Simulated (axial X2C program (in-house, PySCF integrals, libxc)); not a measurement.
**Low determinants of NbN at the PBE0 level, with spin–orbit coupling**

All values were computed with an in-house all-electron X2C program for linear molecules (integrals from PySCF). Two-component (2c) means X2C with spin–orbit coupling and atomic mean-field two-electron Coulomb and Gaunt terms. Basis: Nb dyall-cv3z [11s12p9d5f3g], N dyall-av3z [7s7p3d2f] (cores contracted in-house); Gaussian nuclei, density fitting, unrestricted open shells. Masses: Nb 92.906 u, N 14.003 u.

Search at 1.637 Å (vertical energies from the lowest determinant):

| ΔE (eV) | state | electrons beyond evenly filled partner blocks | electrons in ±ω = 1/2, 3/2, 5/2, 7/2 |
| --- | --- | --- | --- |
| 0.00 | Ω = 1 | ω = -1/2, ω = 3/2 | 33 13 2 0 |
| 0.12 | Ω = 3 | ω = 1/2, ω = 5/2 | 33 12 3 0 |
| 0.45 | Ω = 2 | ω = 1/2, ω = 3/2 | 33 13 2 0 |
| 0.49 | Ω = 1 | ω = -3/2, ω = 5/2 | 32 13 3 0 |
| 0.57 | Ω = 2 | ω = -1/2, ω = 5/2 | 33 12 3 0 |
| 1.25 | Ω = 0 | none | 32 14 2 0 |
| 1.26 | Ω = 0 | none | 34 12 2 0 |

Lowest determinant, Ω = 1 (⟨Sz⟩ = -1.00, ⟨Lz⟩ = 2.00 at PBE0): Re = 1.636 Å, ωe = 1120.8 cm⁻¹.

The determinant in row 2 of the search, Ω = 3 (⟨Sz⟩ = 1.00, ⟨Lz⟩ = 2.00 at PBE0), was followed along the bond at PBE0; measured from the minimum of the lowest determinant it gives:

Te = 0.116 eV (937 cm⁻¹), Re = 1.635 Å, ωe = 1121.6 cm⁻¹.

(1) Compare the bond of the determinant in row 2 with that of the lowest one.

The search compares states at one distance, so a state with another bond length can lie lower; it is not exhaustive and yields mostly the lowest determinant of each block pattern, so other components and higher states of one pattern are missing. These are energies of single determinants, not of spin-adapted states; PBE0 term energies can be off by some tenths of an eV, and the functional has no current term. Open-shell Ω = 0 determinants with evenly filled partner blocks cannot be reached by this program, so the Ω shown need not be the lowest component. The lowest determinant need not be the ground state where others lie within half an eV.

## Answers

(1) At PBE0 its Re is 0.001 Å shorter and its force constant, which goes as ωe², is 1.00 times that of the lowest determinant. T0 ≈ Te + Δωe/2 = 937 + (0) = 937 cm⁻¹.
